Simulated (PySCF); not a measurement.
Computed IR spectrum (relative IR intensity) of a molecule C3H3BF2. Geometry: B3LYP-D3(BJ)/def2-SVP. Other conformers were not sampled. Method: PySCF with B3LYP-D3(BJ)/def2-SVP. Frequencies are harmonic and unscaled.

ν (cm⁻¹): 78 (vw), 252 (vw), 458 (w), 550 (w), 655 (vw), 714 (w), 790 (w), 851 (w), 1088 (m), 1183 (s), 1298 (vs), 1400 (m), 1433 (vw), 2181 (s), 2991 (w), 3029 (w), 3457 (m) (against the strongest line: vs over 80 %, s over 45 %, m over 15 %, w over 4 %, vw less)

Pick the molecule that these values belong to.
A) C#CCB(F)F
B) FB1C=C(F)C1
C) C#CB(F)CF
D) FB1CC=C1F

C, C#CB(F)CF
